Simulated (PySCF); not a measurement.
**Computed properties of aminoborane (BH4N), SMILES BN**

aminoborane (BH₄N), SMILES BN. The structure is a stationary point at B3LYP-D3(BJ)/def2-TZVP. Other conformers were not sampled. All values are computed for the isolated molecule unless a solvent is named; none is compared with measurement here.

**Structure.** The optimised structure has C2v symmetry. All 12 harmonic modes at B3LYP-D3(BJ)/def2-TZVP (PySCF) are real, so it is a minimum.

**Vibrations.** The strongest infrared lines (harmonic, unscaled, degenerate partners summed) lie at 630 cm⁻¹ (187 km/mol, H 78 %, N 21 %), 2656 cm⁻¹ (165 km/mol, H 88 %, B 12 %), 2579 cm⁻¹ (94 km/mol, H 95 %). The softest mode is at 630 cm⁻¹ and the zero-point energy is 30.1 kcal/mol.

**Electronic structure.** r2SCAN/def2-TZVPD (PySCF) places the frontier levels at -7.59 and -0.38 eV, a gap of 7.21 eV, and gives a dipole moment of 1.95 D and a mean polarisability of 26.7 bohr³. PBE/def2-TZVPD (PySCF) at the same geometry gives -7.35 and -0.82 eV, so its gap is 0.68 eV narrower. An orbital gap is neither the optical nor the fundamental gap.

**Excitations.** TDA-CAM-B3LYP/def2-TZVPD (PySCF) has S1 at 7.27 eV (170 nm, f = 0.000, dark); the most intense of the 10 singlets computed lies at 8.44 eV (f = 0.28). T1 (TDA) is at 6.20 eV, 1.07 eV under S1. TDA-PBE/def2-TZVPD (PySCF) puts S1 at 6.91 eV. No vertical singlet excitation falls in the visible range (under 3.1 eV).

**NMR.** GIAO shifts at B3LYP/pcSseg-2 (PySCF) (non-relativistic, atoms alike by connectivity averaged): ¹H from 4.5 to 4.9 ppm against TMS; ¹¹B at 29.4 ppm against BF3.
